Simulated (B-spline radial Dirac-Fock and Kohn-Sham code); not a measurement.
# Two-hole binding energies of Re⁺

System: Re⁺, [Xe] 4f14 5d5 6p1 (an excited configuration).

Method: Dirac-Fock energy differences between relaxed states, corrected for Breit and QED terms. Computed with a B-spline atomic structure program. U is the two-hole binding energy less the two single-hole energies, the effective repulsion of the holes after relaxation. Each two-hole energy is an average over J within one jj subconfiguration.

```csv
holes,E(a) (eV),E(b) (eV),E(ab) (eV),U (eV)
1s⁻²,71692.2,71692.2,144802.5,1418.1
1s⁻¹ 2p1/2⁻¹,71692.2,11978.9,84087.9,416.7
1s⁻¹ 2p3/2⁻¹,71692.2,10555.5,82586.5,338.7
1s⁻¹ 3p3/2⁻¹,71692.2,2392.1,74187.3,103.0
1s⁻¹ 3d5/2⁻¹,71692.2,1903.5,73690.2,94.4
2p1/2⁻¹ 2p3/2⁻¹,11978.9,10555.5,22777.6,243.1
2p1/2⁻¹ 3d3/2⁻¹,11978.9,1970.1,14043.0,94.0
2p3/2⁻¹ 3p1/2⁻¹,10555.5,2705.0,13354.1,93.6
2p3/2⁻¹ 3d3/2⁻¹,10555.5,1970.1,?,?
3p1/2⁻¹ 3p3/2⁻¹,2705.0,2392.1,5155.8,58.8
3p3/2⁻²,2392.1,2392.1,4842.3,58.1
3d3/2⁻¹ 3d5/2⁻¹,1970.1,1903.5,3944.2,70.6
4d3/2⁻¹ 4d5/2⁻¹,296.5,283.1,605.7,26.1
4f7/2⁻²,58.62,58.62,140.9,23.7
```

Q: Give the missing two-hole energy and U.

A: E(ab) = 12623.0 eV and U = 97.4 eV.
